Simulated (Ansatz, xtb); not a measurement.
**Relative energy of two isomers of C4H6N2Si**

We compare a, `N#CC[SiH2]CC#N`, a singlet, with b, `C[Si@@H](C#N)CC#N`, a singlet. Both are isolated molecules in the gas phase, relaxed with r2SCAN-D4/def2-SVP; each stands in its lowest conformer found.

Quicker runs give these differences E(b) − E(a): GFN2-xTB +10.9 kcal/mol; HF/STO-3G −17.6 kcal/mol (at GFN2-xTB geometries); r2SCAN-D4/def2-SVP//GFN2-xTB −10.8 kcal/mol.

Task: Which of the two would you expect CCSD(T)/def2-SVP + ΔMP2/def2-TZVPP electronic energies to favour?

Result: Structure b; the calculation gives E(b) − E(a) = −13.2 kcal/mol.

Level by level:

```json
{"level": "GFN2-xTB", "geometry": "GFN2-xTB", "E(b) − E(a) (kcal/mol)": "+10.9", "departure from the last row (kcal/mol)": "+24.1", "job, with rough time for the two": "optimisation, 0.15 s"}
{"level": "HF/STO-3G", "geometry": "GFN2-xTB", "E(b) − E(a) (kcal/mol)": "−17.6", "departure from the last row (kcal/mol)": "−4.4", "job, with rough time for the two": "single point, 0.36 s"}
{"level": "r2SCAN-D4/def2-SVP//GFN2-xTB", "geometry": "GFN2-xTB", "E(b) − E(a) (kcal/mol)": "−10.8", "departure from the last row (kcal/mol)": "+2.4", "job, with rough time for the two": "single point, 2.5 s"}
{"level": "r2SCAN-D4/def2-SVP", "geometry": "r2SCAN-D4/def2-SVP", "E(b) − E(a) (kcal/mol)": "−10.8", "departure from the last row (kcal/mol)": "+2.4", "job, with rough time for the two": "optimisation, 25 s"}
{"level": "HF/def2-SVP", "geometry": "r2SCAN-D4/def2-SVP", "E(b) − E(a) (kcal/mol)": "−11.7", "departure from the last row (kcal/mol)": "+1.5", "job, with rough time for the two": "part of the CCSD(T) run"}
{"level": "MP2/def2-SVP", "geometry": "r2SCAN-D4/def2-SVP", "E(b) − E(a) (kcal/mol)": "−11.7", "departure from the last row (kcal/mol)": "+1.5", "job, with rough time for the two": "part of the CCSD(T) run"}
{"level": "CCSD(T)/def2-SVP", "geometry": "r2SCAN-D4/def2-SVP", "E(b) − E(a) (kcal/mol)": "−11.3", "departure from the last row (kcal/mol)": "+2.0", "job, with rough time for the two": "single point"}
{"level": "CCSD(T)/def2-SVP + ΔMP2/def2-TZVPP", "geometry": "r2SCAN-D4/def2-SVP", "E(b) − E(a) (kcal/mol)": "−13.2", "departure from the last row (kcal/mol)": "", "job, with rough time for the two": "single point, 35 s"}
```

As drawn, b has 1 C–Si, 1 C–H in place of 1 C–C, 1 Si–H.

GFN2-xTB puts the two in the other order. The largest departure from CCSD(T)/def2-SVP + ΔMP2/def2-TZVPP is that of GFN2-xTB, 24.1 kcal/mol. The last row adds to CCSD(T) the change of the MP2 difference between the two basis sets, here −2.0 kcal/mol.

With thermal terms from frequencies at re-optimised GFN2-xTB minima (ideal gas, soft modes damped towards free rotors, one conformer each, 298.15 K, 1 atm): the zero-point term adds +1.0 kcal/mol; ΔH is −11.8 and ΔG −13.1 kcal/mol.

The correlated steps freeze 11 core orbitals. Mirror images aren't counted in ΔG. Run with Ansatz 0.2.0, xtb 6.7.1; the last row on 2 threads of Intel(R) Xeon(R) 6975P-C (Granite Rapids) on a shared host.
